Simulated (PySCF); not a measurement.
Field gradients from PBE0/pcSseg-1 densities (PySCF, non-relativistic) at GFN2-xTB geometries, isolated species, one conformer each; χzz is the principal value of largest magnitude, with Q(14N) = 0.02044 b. GFN2-xTB bond lengths can be off by several hundredths of an ångström, more for odd bonds, and the gradients follow them. These gradients aren't converged with respect to the basis.

Task: Rank these 14N sites by the size of the quadrupole coupling, smallest first.
A. The amide nitrogen of `O=C1NCC[C@H]1O[SiH3]`
B. N4 (hydrazine nitrogen) in `[CH2:1]1[CH2:2][CH2:3][N:4]([NH:5][CH:6]2[CH2:7][CH2:8]2)[CH2:9]1`
C. The imine nitrogen of `C=C/C(C)=N/[C@H](C)[SiH3]`
D. N3 (C=N nitrogen) in `[CH3:1][C:2]1=[N:3][N:4]([CH:5]([CH3:6])[CH3:7])[CH2:8][CH2:9]1`
E. N4 (C=N nitrogen) in `[CH3:1][CH2:2]/[CH:3]=[N:4]\[NH:5][CH:6]1[CH2:7][CH2:8][CH2:9]1`
F. N3 (hydrazine nitrogen) in `[CH3:1][NH:2][N:3]([CH:4]1[CH2:5][CH2:6]1)[CH:7]1[CH2:8][CH2:9]1`

Result: A (4.471 MHz), C (5.295 MHz), D (5.578 MHz), E (6.077 MHz), F (6.807 MHz), B (7.303 MHz).

All sites together:

| nucleus | site | Vzz (au) | η | χzz (MHz) |
| --- | --- | --- | --- | --- |
| 14N | the imine nitrogen of C=C/C(C)=N/[C@H](C)[SiH3] | -1.102 | 0.31 | -5.295 |
| 14N | N4 (C=N nitrogen) in [CH3:1][CH2:2]/[CH:3]=[N:4]\[NH:5][CH:6]1[CH2:7][CH2:8][CH2:9]1 | -1.265 | 0.08 | -6.077 |
| 14N | N3 (C=N nitrogen) in [CH3:1][C:2]1=[N:3][N:4]([CH:5]([CH3:6])[CH3:7])[CH2:8][CH2:9]1 | -1.161 | 0.13 | -5.578 |
| 14N | the amide nitrogen of O=C1NCC[C@H]1O[SiH3] | -0.931 | 0.09 | -4.471 |
| 14N | N3 (hydrazine nitrogen) in [CH3:1][NH:2][N:3]([CH:4]1[CH2:5][CH2:6]1)[CH:7]1[CH2:8][CH2:9]1 | -1.417 | 0.32 | -6.807 |
| 14N | N4 (hydrazine nitrogen) in [CH2:1]1[CH2:2][CH2:3][N:4]([NH:5][CH:6]2[CH2:7][CH2:8]2)[CH2:9]1 | -1.521 | 0.27 | -7.303 |
